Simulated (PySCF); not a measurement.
This PySCF input asks for the NMR shieldings of `[C@@H]1(OCF)CC[SiH2]1`, C$_{4}$H$_{9}$FOSi; the geometry comes from PBE0-D3(BJ)/def2-SVP.

```python
import basis_set_exchange as bse
import numpy as np
from pyscf import gto, dft
from pyscf.prop import nmr

atoms = """
F     2.057984   -1.785936    0.103333
C     2.376599   -0.504284    0.492040
O     1.284760    0.156455    0.960754
C     0.302737    0.399581   -0.019527
C    -0.971652    1.058696    0.531926
C    -2.014023    0.503072   -0.471708
Si   -0.836608   -0.967307   -0.729417
H     2.817800   -0.006581   -0.395834
H     3.108438   -0.563051    1.312206
H     0.728363    1.015974   -0.838314
H    -0.930197    2.156397    0.629706
H    -1.152693    0.645113    1.537926
H    -2.082075    1.131422   -1.374195
H    -3.028185    0.354738   -0.077079
H    -0.600512   -1.528274   -2.095184
H    -1.079172   -2.068803    0.247019
"""
names = dict.fromkeys(["F", "C", "O", "Si", "H"], "pcSseg-1")
basis = {el: gto.basis.parse(bse.get_basis(n, elements=[el], fmt="nwchem")) for el, n in names.items()}
mol = gto.M(atom=atoms, basis=basis, charge=0, verbose=0)
mf = dft.RKS(mol, xc="PBE0")
mf.grids.level = 2
mf.grids.alignment = dft.numint.BLKSIZE   # the property module wants whole blocks of grid points
mf.conv_tol = 1e-9
mf.kernel()

calc = nmr.RKS(mf)   # GIAO
C = mf.mo_coeff
Co = C[:, mf.mo_occ > 0]
resp = mf.gen_response(singlet=True, hermi=2)
def vind(x):   # induced exchange potential for any number of trial vectors
    d = np.einsum("pi,xij,qj->xpq", C, 2 * x.reshape(-1, C.shape[1], Co.shape[1]), Co, optimize=True)
    return np.einsum("xpq,pi,qj->xij", resp(d - d.transpose(0, 2, 1)), C, Co, optimize=True).ravel()
mo1, _ = nmr.rhf.solve_mo1(calc, with_cphf=vind)
sigma = calc.kernel(mo1)
for i, s in enumerate(sigma):   # ppm
    w = np.linalg.eigvalsh((s + s.T) / 2)
    print("%2d %-2s iso %8.1f  s11 %8.1f  s22 %8.1f  s33 %8.1f" % (i, mol.atom_pure_symbol(i), w.mean(), *w))
```

Question: Give the expected output.

Answer: 
```
 0 F  iso    358.4  s11    257.0  s22    380.2  s33    437.9
 1 C  iso     79.3  s11     51.8  s22     81.3  s33    104.9
 2 O  iso    233.3  s11    160.3  s22    267.1  s33    272.6
 3 C  iso    114.7  s11     77.9  s22     98.3  s33    167.8
 4 C  iso    152.8  s11    131.8  s22    154.3  s33    172.4
 5 C  iso    180.5  s11    164.3  s22    181.0  s33    196.4
 6 Si iso    372.6  s11    335.4  s22    359.6  s33    422.9
 7 H  iso     26.3  s11     22.1  s22     26.2  s33     30.5
 8 H  iso     25.9  s11     21.3  s22     25.5  s33     31.0
 9 H  iso     27.9  s11     24.7  s22     27.9  s33     30.9
10 H  iso     28.5  s11     23.9  s22     26.2  s33     35.4
11 H  iso     28.9  s11     26.1  s22     27.8  s33     32.9
12 H  iso     30.4  s11     26.7  s22     27.8  s33     36.8
13 H  iso     30.3  s11     25.8  s22     27.1  s33     38.0
14 H  iso     26.5  s11     23.0  s22     24.6  s33     31.9
15 H  iso     26.7  s11     24.1  s22     25.6  s33     30.2
```

These numbers come from an equivalent density-fitted implementation of the same equations, which agrees with the script to about 0.01 ppm for H and up to a few tenths of a ppm for heavy atoms, so last digits may differ.

Question: Turn these shieldings into chemical shifts. Shifts are taken against calculated references (same method and geometry level): ¹⁹F (177.25 ppm) vs CFCl3; ¹³C (184.41 ppm), ²⁹Si (351.99 ppm), ¹H (31.27 ppm) against TMS; ¹⁷O (334.56 ppm) vs H2O.

Answer: Averaging equivalent atoms: F 0: -181.1; C 1: 105.1; C 3: 69.7; C 4: 31.6; C 5: 3.9; O 2: 101.3; Si 6: -20.6; H 8: 5.33; H 7: 5.00; H 14: 4.78; H 15: 4.61; H 9: 3.40; H 10: 2.75; H 11: 2.34; H 13: 0.98; H 12: 0.85 ppm. Unscaled 19F shifts against computed CFCl3 carry errors that often reach 10 to 50 ppm. Experimental scales use liquid or dissolved standards, which lie at an offset from isolated H2O (liquid H2O: subtract about 36 ppm).

Size and cost of the density-fitted run: 171 basis functions, 86 s wall time on 1 thread of an Intel Xeon, shared host; peak memory 0.82 GiB.
